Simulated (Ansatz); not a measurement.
A single Be atom.

PBE (restricted) on singlet Be was run in several spherical basis sets with Ansatz (development build ahead of 0.2.0).

Question: Rank the basis sets by the total energy that they give, lowest first, with the distance from the lowest.
A. def2-SVP
B. pcseg-2
C. cc-pVDZ

Answer: B (0.00 eV), C (0.03 eV), A (0.46 eV).

Totals follow the description of the cores as much as that of the bonds, so this order isn't one of quality for chemistry.
